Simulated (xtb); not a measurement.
C4H3Cl2F, SMILES C(=C/C(F)=C\Cl)/Cl. All values are semi-empirical tight-binding results from xtb (GFN2-xTB unless named), good for trends rather than for accurate numbers. The structure is a stationary point at GFN2-xTB. The structure was generated by enumeration; whether it is a known compound was not checked. One conformer was computed; it need not be the lowest.

Optimised geometry:

```xyz
10

F     -1.5604    -0.4416     0.0000
C     -0.4897     0.3791     0.0000
C      0.8183    -0.2237     0.0000
C      1.1304    -1.5233     0.0000
Cl     0.0190    -2.8195     0.0000
C     -0.7628     1.6912     0.0000
Cl     0.4430     2.8979     0.0000
H      1.6289     0.4899     0.0000
H      2.1617    -1.8413     0.0000
H     -1.7787     2.0528     0.0000
```

Computed properties:
| Quantity | Result |
|---|---|
| point group as xtb finds it | Cs |
| orbital gap | 2.97 eV |
| dipole moment | 1.51 D |
| zero-point energy | 35.8 kcal/mol |
| G − E(el) at 298.15 K (modified RRHO) | 15.0 kcal/mol |
| static polarisability (D4 model) | 75.6 bohr³ |
| solvation energy, GFN2-xTB/ALPB(water) | -3.1 kcal/mol |
| solvation energy, GFN2-xTB/ALPB(dmso) | -6.8 kcal/mol |

Computed atomic charges and the Wiberg bond orders between heavy atoms:
charges (e) F1 -0.21, C2 0.17, C3 -0.05, C4 0.06, Cl5 -0.11, C6 0.02, Cl7 -0.13, H8 0.08, H9 0.08, H10 0.09. Bond orders F1–C2 0.96, C2–C3 1.13, C3–C4 1.77, C4–Cl5 1.04, C2–C6 1.70, C6–Cl7 1.02.
